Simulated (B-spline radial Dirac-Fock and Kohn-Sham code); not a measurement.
# Isotope-shift constants of the inner levels of Cs

System: the Cs atom in the configuration [Xe] 6s1.

The run's input, task.json:

```json
{"items": [{
  "Z": 55,
  "q": 0,
  "cfg": [[1, 0, 2], [2, 0, 2], [2, 1, 6], [3, 0, 2], [3, 1, 6], [3, 2, 10], [4, 0, 2], [4, 1, 6], [4, 2, 10], [5, 0, 2], [5, 1, 6], [6, 0, 1]],
  "A": 133,
  "rrms": 4.8041,
  "do": "isoshift",
  "isotopes": [[118, 117.926559517, 4.7832], [119, 118.922377327, 4.7896], [120, 119.920677277, 4.7915], [121, 120.917227235, 4.7769], [122, 121.916108144, 4.7773], [123, 122.91299606, 4.782], [124, 123.912247366, 4.7828], [125, 124.909725953, 4.788], [126, 125.909445821, 4.7872], [127, 126.907417527, 4.7936], [128, 127.907748452, 4.7921], [129, 128.90606591, 4.7981], [130, 129.906709281, 4.7992], [131, 130.905468457, 4.8026], [132, 131.90643774, 4.8002], [133, 132.905451958, 4.8041], [134, 133.906718501, 4.8031], [135, 134.905976907, 4.8067], [136, 135.907311431, 4.8059], [137, 136.907089296, 4.8128], [138, 137.911017119, 4.8255], [139, 138.913363822, 4.8422], [140, 139.917283707, 4.8554], [141, 140.920045279, 4.8689], [142, 141.924299514, 4.8825], [143, 142.927347346, 4.8965], [144, 143.932075402, 4.9055], [145, 144.935528927, 4.9188], [146, 145.940621867, 4.9281]]
}]}
```

Run with: `python xray2_run.py task.json out`

Method: first-order field-shift and mass-shift constants from Dirac-Fock ground and hole states with a Fermi nucleus; the mass shift has no relativistic recoil terms. Computed with a radial finite-basis atomic code. A binding energy shifts by δE = F·δ⟨r²⟩ + (K_N + K_S)·δ(1/M); F is taken for a change of radius at fixed skin thickness and so holds the higher radial moments.

```
     level  F (meV/fm²)
    K (1s)       -134.2
   L1 (2s)       -16.17
L2 (2p1/2)       0.5093
L3 (2p3/2)       0.9081
   M1 (3s)       -3.255
M2 (3p1/2)       0.1571
M3 (3p3/2)       0.2490
M4 (3d3/2)       0.2258
M5 (3d5/2)       0.2206
```

The mass shift is not given and not included below: at this Z its relativistic corrections are large. It matters little for K lines but can be comparable with the field shift of L lines.

Field shifts alone in meV from A = 133 (mass 132.9055 u, rms radius 4.8041 fm); radii from Angeli and Marinova (2013).

| A | mass (u) | radius (fm) | Kα1 | Kα2 | Kβ1 | Lα1 |
| --- | --- | --- | --- | --- | --- | --- |
| 122 | 121.9161 | 4.7773 | +34.7 | +34.6 | +34.5 | -0.2 |
| 123 | 122.9130 | 4.782 | +28.6 | +28.5 | +28.5 | -0.1 |
| 124 | 123.9122 | 4.7828 | +27.6 | +27.5 | +27.5 | -0.1 |
| 126 | 125.9094 | 4.7872 | +21.9 | +21.8 | +21.8 | -0.1 |
| 128 | 127.9077 | 4.7921 | +15.6 | +15.5 | +15.5 | -0.1 |
| 129 | 128.9061 | 4.7981 | +7.8 | +7.8 | +7.7 | 0.0 |
| 132 | 131.9064 | 4.8002 | +5.1 | +5.0 | +5.0 | 0.0 |
| 142 | 141.9243 | 4.8825 | ? | ? | ? | ? |
| 144 | 143.9321 | 4.9055 | -133.0 | -132.6 | -132.4 | +0.7 |
| 146 | 145.9406 | 4.9281 | -163.1 | -162.6 | -162.3 | +0.8 |

Q: What are the shifts for A = 142?

A: Kα1 -102.6 meV; Kα2 -102.3 meV; Kβ1 -102.1 meV; Lα1 +0.5 meV.
